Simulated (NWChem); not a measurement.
ZrOF₂; SMILES [O]=[Zr]([F])[F]

def2 effective core potentials on Zr; no spin-orbit coupling.

Problem. Give the equilibrium geometry at PBE0/def2-SVP with def2 effective core potentials on Zr (NWChem) as an XYZ file, with the point group.

Solution. point group Cs; any orientation.
```
4

Zr     0.0239    -0.1173     0.0000
O      1.6980     0.3467     0.0000
F     -0.8415     0.2578    -1.6867
F     -0.8415     0.2578     1.6867
```
